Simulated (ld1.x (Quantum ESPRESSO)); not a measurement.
# As (Z = 33): excitation energies, all-electron against PAW

ld1.x (Quantum ESPRESSO) 7.5 input, shortened:

```
&input
   title='As', zed=33., rel=1, dft='PBE', iswitch=3,
   config='[Ar] 3d10 4s2 4p3'
 /
 &inputp
   pseudotype=3, lpaw=.true., tm=.true., lloc=-1, rcloc=1.10,
   nlcc=.true., rcore=1.05,
   which_augfun='PSQ', rmatch_augfun_nc=.true.
 /
6
4S  1  0   2.00   0.00  1.50  1.85  0.0
4S  1  0   0.00   0.60  1.50  1.85  0.0
3P  2  1   6.00   0.00  0.95  1.15  0.0
4P  3  1   3.00   0.00  0.95  1.15  0.0
3D  3  2  10.00   0.00  0.95  1.30  0.0
3D  3  2   0.00   1.25  0.95  1.30  0.0
 &test
   configts(1)='3p6 3d10 4s2 4p3'
 /
```

Energies are relative to the spin-unpolarised reference configuration 3p6 3d10 4s2 4p3; without spin polarisation the order of configurations can differ from experiment. Not all tests gave a result: test run stopped at test 6 of 7 (negative rho), 1 before it not solved. Left out of the table: 3p5 3d10 4s2 4p3 (solver errors, printed error -5653 eV).

| valence configuration | charge | ΔE all-electron (eV) | error AE − PS (meV) |
| --- | --- | --- | --- |
| 3p6 3d10 4s2 4p2 | +1 | 9.149 | -1.9 |
| 3p6 3d10 4s2 4p1 | +2 | 27.067 | -11 |
| 3p6 3d10 4s2 4p2.5 | +0.5 | 3.555 | -0.5 |

Q: What are ΔE and the potential's error for 3p6 3d10 4s2 4p0?

A: ΔE = 54.770 eV all-electron; the error (AE − PS) is -45 meV.

Levels in the configuration 3p6 3d10 4s2 4p2.5:

```json
{"level": "3p", "all-electron (eV)": "-138.306", "pseudo (eV)": "-138.293"}
{"level": "3d", "all-electron (eV)": "-45.267", "pseudo (eV)": "-45.256"}
{"level": "4s", "all-electron (eV)": "-18.740", "pseudo (eV)": "-18.739"}
{"level": "4p", "all-electron (eV)": "-9.092", "pseudo (eV)": "-9.092"}
```

Note: ghost state, extra bound levels that the all-electron valence spectrum of the same l lacks: s at -32.0 eV. A true bound ghost makes a file unfit for plane-wave use.
